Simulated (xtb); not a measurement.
C24H26O2, SMILES Cc1cccc(C)c1Oc1cc(C)c(Oc2c(C)cccc2C)c(C)c1. All values are semi-empirical tight-binding results from xtb (GFN2-xTB unless named), good for trends rather than for accurate numbers. The structure is a stationary point at GFN2-xTB. The values are those of a single conformer.

### Question
Estimate the properties. (The exact figures need the calculation; the answer reports its results.)

### Answer

```
Quantity                                           Value
----------------------------------------  --------------
orbital gap                                      3.71 eV
dipole moment                                     0.51 D
zero-point energy                         267.0 kcal/mol
G − E(el) at 298.15 K (modified RRHO)     232.7 kcal/mol
static polarisability (D4 model)             271.6 bohr³
solvation energy, GFN2-xTB/ALPB(water)     -3.5 kcal/mol
solvation energy, GFN2-xTB/ALPB(acetone)  -18.2 kcal/mol
```

Computed IR lines (harmonic; lines under 4 % of the strongest left out, lines within 3 cm⁻¹ merged):
ν (cm⁻¹): 798 (w), 845 (w), 848 (w), 954 (w), 983 (w), 1008 (w), 1030 (w), 1043 (m), 1120 (w), 1126 (m), 1180 (m), 1187 (s), 1191 (m), 1200 (vs), 1295 (m), 1322 (w), 1351 (w), 1404 (w), 1438 (s), 1445 (w), 1452 (w), 1483 (w), 1486 (m), 1490 (w), 1574 (w), 1586 (w), 1595 (w), 1604 (m), 2990 (w), 2997 (w), 3003 (w), 3020 (w), 3029 (w), 3033 (w), 3040 (w), 3044 (w), 3047 (w), 3078 (m), 3092 (m), 3098 (w) (against the strongest line: vs over 80 %, s over 45 %, m over 15 %, w over 4 %, vw less)
